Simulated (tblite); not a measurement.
Record of a relaxation.

Compound: H5N2OSi2 (doublet state).
Bonds: O1–Si2, Si2–N3, N3–Si4, Si4–N5, Si2–N5. Hydrogens: H6 on O1; H7 on N3; H8, H9 on Si4; H10 on N5.

Computed with GFN2-xTB (tblite), gas phase: L-BFGS steps from a force-field or distance-geometry start until the largest atomic force falls under 0.01 eV/Å. 14 of its 116 geometries are shown.

Step 0: E = -432.2377 eV, largest atomic force 4.821 eV/Å
```
atom  x, y, z in Å  |  force x, y, z in eV/Å
O1      2.054   -0.567   -0.102    0.540   0.638  -0.515
Si2     0.833    0.484   -0.520    3.220  -0.184  -0.689
N3     -0.482   -0.572   -0.699   -1.708  -2.727  -3.590
Si4    -1.401    0.398    0.358   -2.952   0.177   1.261
N5      0.131    0.760    1.024    0.593   2.976   3.611
H6      2.876   -0.156    0.173   -0.084  -0.299  -0.065
H7     -0.232   -1.415   -0.221   -0.045  -0.846  -0.361
H8     -2.155   -0.446    1.308   -0.045   0.340  -0.304
H9     -2.005    1.553   -0.304    0.200  -0.298   0.115
H10     0.391   -0.034    1.591    0.282   0.223   0.537
```

Step 9: E = -433.6401 eV, largest atomic force 0.528 eV/Å
```
atom  x, y, z in Å  |  force x, y, z in eV/Å
O1      2.295   -0.528   -0.293    0.005  -0.410   0.040
Si2     0.914    0.325   -0.387   -0.381   0.275  -0.226
N3     -0.545   -0.609   -0.769    0.195  -0.251   0.046
Si4    -1.442    0.290    0.456    0.507   0.065  -0.132
N5      0.101    0.887    1.093    0.126  -0.230   0.285
H6      3.043   -0.236    0.211    0.183   0.087   0.139
H7     -0.480   -1.619   -0.740   -0.164   0.160  -0.275
H8     -2.342   -0.415    1.318   -0.142  -0.293   0.296
H9     -1.980    1.427   -0.243   -0.208   0.218  -0.119
H10     0.445    0.481    1.959   -0.120   0.377  -0.054
```

Step 18: E = -433.9893 eV, largest atomic force 0.374 eV/Å
```
atom  x, y, z in Å  |  force x, y, z in eV/Å
O1      2.344   -0.611   -0.257    0.199  -0.315   0.036
Si2     0.955    0.226   -0.349    0.143   0.274   0.035
N3     -0.460   -0.752   -0.600   -0.149   0.122   0.164
Si4    -1.396    0.229    0.505   -0.224  -0.073  -0.072
N5      0.146    0.680    1.154   -0.069  -0.083  -0.150
H6      3.090   -0.282    0.230    0.101  -0.006   0.096
H7     -0.712   -1.444   -1.282   -0.027   0.185  -0.138
H8     -2.305   -0.491    1.361   -0.077  -0.197   0.199
H9     -2.050    1.349   -0.187    0.054  -0.083   0.062
H10     0.398    1.101    2.031    0.048   0.176  -0.231
```

Step 27: E = -434.1381 eV, largest atomic force 0.198 eV/Å
```
atom  x, y, z in Å  |  force x, y, z in eV/Å
O1      2.348   -0.756   -0.121   -0.073   0.009   0.103
Si2     1.003    0.162   -0.300    0.011   0.115  -0.111
N3     -0.459   -0.754   -0.604   -0.062   0.101   0.010
Si4    -1.416    0.157    0.540    0.071   0.043   0.019
N5      0.140    0.644    1.159    0.055  -0.004  -0.116
H6      3.111   -0.335    0.265    0.064  -0.130   0.035
H7     -0.762   -1.144   -1.474   -0.030  -0.131  -0.091
H8     -2.218   -0.637    1.465    0.098   0.047  -0.100
H9     -2.100    1.279   -0.118   -0.085  -0.131   0.122
H10     0.362    1.388    1.792   -0.049   0.081   0.126
```

Step 35: E = -434.1874 eV, largest atomic force 0.241 eV/Å
```
atom  x, y, z in Å  |  force x, y, z in eV/Å
O1      2.288   -0.793   -0.019   -0.006  -0.018  -0.081
Si2     1.041    0.219   -0.336   -0.037  -0.131   0.096
N3     -0.433   -0.677   -0.676   -0.104   0.167   0.139
Si4    -1.384    0.144    0.528   -0.030   0.138   0.146
N5      0.161    0.709    1.114   -0.144   0.014  -0.181
H6      3.126   -0.469    0.302   -0.051  -0.022   0.023
H7     -0.775   -1.128   -1.503    0.149  -0.053  -0.105
H8     -2.126   -0.692    1.470    0.155  -0.016  -0.082
H9     -2.226    1.220   -0.017    0.061  -0.098   0.023
H10     0.337    1.471    1.743    0.007   0.021   0.022
```

Step 44: E = -434.2223 eV, largest atomic force 0.076 eV/Å
```
atom  x, y, z in Å  |  force x, y, z in eV/Å
O1      2.232   -0.863    0.019   -0.009   0.009  -0.030
Si2     1.061    0.229   -0.333   -0.015   0.032   0.047
N3     -0.440   -0.577   -0.722    0.013   0.036   0.011
Si4    -1.388    0.172    0.527    0.029  -0.014   0.017
N5      0.142    0.813    1.054   -0.019  -0.028  -0.042
H6      3.084   -0.593    0.351   -0.046  -0.013   0.023
H7     -0.704   -1.120   -1.522   -0.032  -0.014  -0.015
H8     -1.965   -0.782    1.467    0.017   0.013  -0.006
H9     -2.346    1.176    0.060    0.061  -0.045  -0.004
H10     0.333    1.551    1.706    0.000   0.024  -0.001
```

Step 53: E = -434.2273 eV, largest atomic force 0.073 eV/Å
```
atom  x, y, z in Å  |  force x, y, z in eV/Å
O1      2.193   -0.876    0.001    0.024   0.017  -0.036
Si2     1.065    0.258   -0.344   -0.012   0.020   0.045
N3     -0.434   -0.536   -0.749   -0.002   0.034   0.042
Si4    -1.369    0.161    0.535   -0.003   0.014   0.020
N5      0.149    0.836    1.051    0.005  -0.053  -0.050
H6      3.026   -0.646    0.403    0.013  -0.008   0.046
H7     -0.698   -1.112   -1.524   -0.010  -0.038  -0.060
H8     -1.899   -0.815    1.480   -0.007   0.010   0.007
H9     -2.345    1.140    0.068   -0.020   0.005   0.016
H10     0.322    1.594    1.686    0.011  -0.002  -0.029
```

Step 62: E = -434.2386 eV, largest atomic force 0.667 eV/Å
```
atom  x, y, z in Å  |  force x, y, z in eV/Å
O1      2.277   -0.777   -0.150    0.385   0.126   0.439
Si2     1.058    0.289   -0.394    0.032   0.004   0.177
N3     -0.449   -0.498   -0.790   -0.035  -0.018   0.060
Si4    -1.366    0.151    0.529    0.076   0.067   0.139
N5      0.173    0.783    1.063    0.132   0.080  -0.150
H6      2.901   -0.717    0.588   -0.509  -0.037  -0.429
H7     -0.686   -1.154   -1.507   -0.064  -0.063  -0.116
H8     -1.880   -0.790    1.517    0.000  -0.061  -0.039
H9     -2.361    1.132    0.103    0.031  -0.003  -0.014
H10     0.341    1.586    1.647   -0.046  -0.096  -0.066
```

Step 71: E = -434.3024 eV, largest atomic force 0.612 eV/Å
```
atom  x, y, z in Å  |  force x, y, z in eV/Å
O1      2.337   -0.685   -0.146   -0.002   0.221  -0.240
Si2     1.091    0.317   -0.458   -0.007   0.075  -0.004
N3     -0.438   -0.448   -0.834   -0.260  -0.468  -0.296
Si4    -1.304    0.141    0.543   -0.086   0.012   0.118
N5      0.235    0.832    1.003   -0.232  -0.333  -0.237
H6      2.590   -0.876    0.751   -0.007  -0.166   0.289
H7     -0.715   -1.123   -1.539    0.164   0.321   0.256
H8     -1.720   -0.866    1.524    0.061   0.029  -0.069
H9     -2.402    1.055    0.215    0.165  -0.033  -0.010
H10     0.336    1.659    1.547    0.204   0.342   0.192
```

Step 80: E = -434.3642 eV, largest atomic force 0.108 eV/Å
```
atom  x, y, z in Å  |  force x, y, z in eV/Å
O1      2.387   -0.531   -0.074   -0.038   0.047  -0.085
Si2     1.075    0.326   -0.508    0.021   0.000   0.007
N3     -0.424   -0.552   -0.790    0.068   0.011   0.062
Si4    -1.286    0.123    0.557    0.015   0.053  -0.025
N5      0.232    0.879    0.935   -0.033  -0.005  -0.006
H6      2.368   -0.964    0.782    0.037  -0.101   0.004
H7     -0.752   -1.088   -1.572    0.019   0.003  -0.017
H8     -1.651   -0.921    1.504   -0.028  -0.008   0.083
H9     -2.359    1.060    0.251   -0.025  -0.013  -0.046
H10     0.419    1.671    1.521   -0.035   0.013   0.023
```

Step 88: E = -434.3810 eV, largest atomic force 0.220 eV/Å
```
atom  x, y, z in Å  |  force x, y, z in eV/Å
O1      2.404   -0.507   -0.121   -0.014   0.005   0.164
Si2     1.066    0.345   -0.473    0.008  -0.100   0.031
N3     -0.397   -0.605   -0.725    0.005   0.024  -0.068
Si4    -1.311    0.132    0.558    0.094   0.053  -0.065
N5      0.194    0.908    0.948    0.061  -0.057  -0.034
H6      2.447   -1.035    0.686   -0.059   0.064  -0.202
H7     -0.725   -1.078   -1.549    0.027   0.029   0.070
H8     -1.697   -0.868    1.541   -0.065  -0.032   0.089
H9     -2.365    1.056    0.158   -0.028  -0.027  -0.011
H10     0.393    1.658    1.582   -0.029   0.041   0.025
```

Step 97: E = -434.3920 eV, largest atomic force 0.046 eV/Å
```
atom  x, y, z in Å  |  force x, y, z in eV/Å
O1      2.422   -0.463   -0.108   -0.008   0.032  -0.032
Si2     1.076    0.371   -0.455    0.001   0.005   0.002
N3     -0.369   -0.603   -0.701   -0.001  -0.026  -0.031
Si4    -1.303    0.137    0.567   -0.012  -0.009  -0.012
N5      0.188    0.937    0.955    0.001  -0.021   0.004
H6      2.403   -1.137    0.577   -0.006  -0.036   0.021
H7     -0.694   -1.083   -1.520    0.024   0.006   0.024
H8     -1.701   -0.825    1.590    0.004   0.001   0.006
H9     -2.392    0.988    0.101    0.019   0.023   0.020
H10     0.378    1.683    1.599   -0.022   0.025  -0.001
```

Step 106: E = -434.3935 eV, largest atomic force 0.031 eV/Å
```
atom  x, y, z in Å  |  force x, y, z in eV/Å
O1      2.420   -0.466   -0.111    0.002  -0.019   0.024
Si2     1.078    0.379   -0.450   -0.008   0.009  -0.007
N3     -0.365   -0.597   -0.706    0.007  -0.011  -0.003
Si4    -1.301    0.131    0.565   -0.013   0.006   0.006
N5      0.188    0.931    0.963   -0.006  -0.010   0.012
H6      2.391   -1.151    0.563    0.005   0.012  -0.024
H7     -0.674   -1.099   -1.519    0.000   0.006   0.019
H8     -1.695   -0.824    1.596   -0.003  -0.010  -0.018
H9     -2.383    1.002    0.118    0.005  -0.001   0.000
H10     0.352    1.700    1.587    0.013   0.017  -0.008
```

Step 115: E = -434.3941 eV, largest atomic force 0.007 eV/Å
```
atom  x, y, z in Å  |  force x, y, z in eV/Å
O1      2.423   -0.460   -0.113    0.000   0.002  -0.002
Si2     1.077    0.383   -0.442   -0.003   0.000  -0.004
N3     -0.361   -0.599   -0.696    0.006   0.002   0.002
Si4    -1.303    0.133    0.568   -0.001   0.000   0.000
N5      0.187    0.930    0.975   -0.002  -0.001   0.001
H6      2.396   -1.165    0.539    0.000  -0.003   0.003
H7     -0.667   -1.110   -1.504   -0.001   0.000  -0.001
H8     -1.709   -0.832    1.584    0.001   0.000   0.001
H9     -2.377    1.010    0.117    0.001   0.001   0.000
H10     0.344    1.715    1.579    0.001  -0.001  -0.001
```

**Question.** Summarise the path.

**Answer.** The energy falls by 208.07 kJ/mol from step 0 to step 115; nine tenths of that is first reached at step 34. It rises by more than 0.2 meV at steps 16, 19, 70 and 72. The largest force goes from 4.821 to 0.007 eV/Å. Among the bonds Si2–N3 changes most, from 1.696 to 1.760 Å; the atoms move by 0.882 Å rms after alignment.

**Question.** Follow the three bonds and two angles with the largest change from start to end.

**Answer.** 
```tsv
step	E above end (kJ/mol)	largest force (eV/Å)	Si2–N3 (Å)	O1–Si2 (Å)	Si2–N5 (Å)	Si2–N5–H10 (°)	Si2–N3–H7 (°)
0	208.07	4.821	1.696	1.665	1.718	105.9	106.3
5	120.83	0.977	1.791	1.647	1.826	97.4	99.9
10	69.41	1.057	1.775	1.630	1.777	120.7	122.9
15	49.41	0.944	1.718	1.634	1.774	137.1	136.4
20	34.60	0.413	1.752	1.630	1.762	136.0	131.2
25	25.76	0.202	1.754	1.638	1.764	129.4	127.8
30	22.65	0.213	1.753	1.639	1.765	129.3	127.8
35	19.95	0.241	1.759	1.637	1.765	129.7	132.5
40	17.12	0.113	1.750	1.637	1.759	129.6	131.5
45	16.53	0.072	1.747	1.640	1.762	130.8	131.0
50	16.26	0.078	1.746	1.638	1.761	131.3	132.1
55	16.03	0.053	1.745	1.637	1.765	130.5	131.8
60	15.35	0.438	1.750	1.636	1.761	128.0	131.5
65	13.92	0.654	1.748	1.636	1.772	128.6	131.3
70	11.34	1.573	1.753	1.628	1.769	130.3	133.2
75	5.22	0.464	1.752	1.627	1.772	129.8	133.3
80	2.89	0.108	1.760	1.626	1.761	129.7	132.1
85	2.03	0.157	1.759	1.622	1.757	129.8	131.0
90	0.91	0.133	1.762	1.623	1.760	131.9	129.3
95	0.45	0.133	1.763	1.621	1.759	130.9	129.8
100	0.16	0.031	1.760	1.621	1.760	130.8	130.1
105	0.08	0.038	1.761	1.621	1.759	131.0	130.3
110	0.04	0.027	1.761	1.622	1.759	130.9	130.1
115	0.00	0.007	1.760	1.621	1.760	130.5	130.5
```

What follows is the cost of the whole relaxation. The run took 0.47 s of wall time on an Arm Neoverse V2 with one thread (shared host).
